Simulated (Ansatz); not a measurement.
Isolated molecules relaxed with PBE0-D4/def2-TZVP in Ansatz; ΔE leaves out vibrations. CBS: MP2 limit from def2 TZ/QZ plus the TZ coupled-cluster correction, frozen cores. This one scheme is used for every species. Functionals use def2-TZVPP. B3LYP here is the variant with VWN-RPA as its local correlation; programs differ in this. def2 core potentials past Kr. For Sn outer-core shells are correlated without core-valence functions, which leaves a few kJ/mol of doubt a bond. Each species was taken in one conformer, which may not be the lowest.

Consider the formal exchange of groups at the Sn–O bond: `C[O][Sn]([OH])([F])[Cl]` + CH₄ → `[CH3][Sn]([OH])([F])[Cl]` + CH₃OH.

| level | ΔE (kJ/mol) | difference from CCSD(T)/CBS |
| --- | --- | --- |
| PBE-D4 | 13.5 | -2.8 |
| r2SCAN-D4 | 19.2 | 2.9 |
| B3LYP-D4 | 17.9 | 1.6 |
| ωB97X-V | 16.9 | 0.6 |
| B2PLYP | 17.8 | 1.5 |
| PBE | 11.7 | -4.6 |
| r2SCAN | 18.6 | 2.3 |
| HF/def2-TZVPP | 18.6 | 2.3 |
| MP2/def2-TZVPP | 14.3 | -2.0 |
| SCS-MP2/def2-TZVPP | 17.5 | 1.2 |
| CCSD(T)/def2-TZVPP | 15.4 | -0.9 |
| HF/def2-QZVPP | 20.4 | 4.1 |
| MP2/def2-QZVPP | 15.5 | -0.8 |
| HF/CBS(def2) | 20.6 | 4.3 |
| MP2/CBS(def2) | 15.2 | -1.1 |
| CCSD/CBS(def2) | 14.4 | -1.9 |
| CCSD(T)/CBS | 16.3 | 0 |

Largest T1 diagnostic among the species: 0.014.

In def2-TZVPP, CCSD(T) changes the Hartree–Fock value by −3.2 kJ/mol (the triples alone add +1.9 kJ/mol) and MP2 by −4.3 kJ/mol. From PBE to PBE0 (25 % exact exchange), in def2-TZVPP and without D4, ΔE moves by −4.0 kJ/mol.
